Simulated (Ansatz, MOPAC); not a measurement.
Bond stretch in Y(F)3, SMILES [Y]([F])([F])[F]. The Y1–F4 bond (Y1 also carries F, F; F4 carries nothing else) is stretched with both fragments frozen at the PBE0/def2-TZVP, def2 effective core potentials past Kr optimised geometry.

Methods: RKS-CAM-B3LYP = Ansatz (a first-principles code) with restricted CAM-B3LYP/def2-TZVP, def2 effective core potentials past Kr; PM7, restricted, heats of formation (MOPAC); RKS-PBE0 = Ansatz with restricted PBE0/def2-TZVP, def2 effective core potentials past Kr; UKS-PBE0 = unrestricted PBE0/def2-TZVP, def2 effective core potentials past Kr in Ansatz.

Energies relative to the lowest point of each curve near equilibrium, in kJ/mol:

```tsv
R / Å	RKS-CAM-B3LYP	PM7	RKS-PBE0
1.66	196.0	366.7	186.8
1.78	68.0	142.4	63.1
1.95	3.0	14.2	2.2
2.00	0.0	3.0	0.0
2.04	1.1	0.0	1.7
2.12	10.6	6.1	12.0
2.39	82.0	91.5	84.4
2.66	171.7	201.4	173.5
2.93	257.3	297.1	257.8
3.25	345.9	383.4	344.3
4.20	528.5	529.8	517.0
5.72	662.7	644.8	629.2
```

Question: What does UKS-PBE0 give at the same points?

Answer: 1.66: 186.8; 1.78: 63.1; 1.95: 2.2; 2.00: 0.0; 2.04: 1.7; 2.12: 12.0; 2.39: 84.4; 2.66: 173.5; 2.93: 257.8; 3.25: 344.3; 4.20: 505.0; 5.72: 574.2 (kJ/mol).

The restricted form behind RKS-CAM-B3LYP, PM7, RKS-PBE0 keeps the bonding electrons paired and can't separate into open-shell fragments. The unrestricted determinant behind UKS-PBE0 is spin-contaminated at 4.20 to 5.72 Å (<S²> up to 0.6, against 0.00 for a pure singlet).
